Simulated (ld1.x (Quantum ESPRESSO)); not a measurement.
**tantalum (Ta): one change to a TM potential, before and after**

```json
{
 "Element": "Ta",
 "Generator": "ld1.x (Quantum ESPRESSO) 7.5",
 "Type": "norm-conserving Troullier–Martins (Kleinman–Bylander form)",
 "Functional": "PBE",
 "Relativity": "scalar-relativistic",
 "Frozen core": "[Xe] 4f14",
 "Valence charge": "5",
 "Reference configuration": "5d3.5 6s1.5 6p0",
 "Partial waves": "6s (bound): rc 2.70 bohr; 6p (bound, empty): rc 3.05 bohr; 5d (bound): rc 2.55 bohr",
 "Local potential": "all-electron potential smoothed inside 2.85 bohr (lloc = -1)",
 "Core correction": "Bessel-smoothed model core inside 1.25 bohr"
}
```

All-electron outer shells of the reference configuration (PBE, scalar-relativistic, ld1.x):

```
shell  level (eV)  outermost node (bohr)  outermost maximum (bohr)
   5p      -38.57                   0.58                      1.13
   4f      -23.80                      –                      0.44
   6s       -5.18                   1.32                      2.78
   5d       -3.08                   0.65                      1.60
   6p       -1.29                   1.60                      3.99
```

Change: local potential all-electron potential smoothed inside 3.06 bohr (lloc = -1).

Cutoffs: the cutoffs (Ry, on a coarse ladder) from which the occupation-weighted sum of valence levels, in a spherical-Bessel basis at the reference potential, stays within 10 and 1 mRy of its value at 400 Ry; they do not see the model core or the augmentation charge, which bear on the density cutoff. Errors are all-electron minus pseudo energies relative to the spin-unpolarised reference configuration.

**Question.** How do hardness, ghosts and transferability respond?

**Answer.** The potential gets neither clearly harder nor softer (25 Ry and 30 Ry → 25 Ry and 30 Ry); of the 7 tests that both files solve, the error grows in 4 and shrinks in 0 by more than 15 % and 0.3 meV (median size 10.8 → 13.8 meV); neither file shows a bound ghost.

| quantity | base | changed |
| --- | --- | --- |
| cutoff, loose | 25 Ry | 25 Ry |
| cutoff, tight | 30 Ry | 30 Ry |
| bound ghosts | none | none |
| error for 5d3 6s2 6p0, meV [ΔE -0.99 eV] | -9.6 | -10 |
| error for 5d3 6s1 6p0, meV [ΔE 7.48 eV] | -5.4 | -7.0 |
| error for 5d3 6s0 6p0, meV [ΔE 22.45 eV] | -44 | -47 |
| error for 5d3 6s1.5 6p0, meV [ΔE 2.47 eV] | -4.4 | -5.3 |
| error for 5d2 6s2 6p0, meV [ΔE 6.69 eV] | -80 | -93 |
| error for 5d3 6s0 6p1, meV [ΔE 12.56 eV] | -11 | -14 |
| error for 5d2 6s0 6p0, meV [ΔE 46.05 eV] | -271 | -281 |
| s: phases at 3.29 bohr within 0.05 rad from the reference energy up to (Ry; the scan ends near 5) | 0.7 | 0.9 |
| p: phases at 3.29 bohr within 0.05 rad from the reference energy up to (Ry; the scan ends near 5) | 0.4 | 0.4 |
| d: phases at 3.29 bohr within 0.05 rad from the reference energy up to (Ry; the scan ends near 5) | 1.2 | 1.1 |
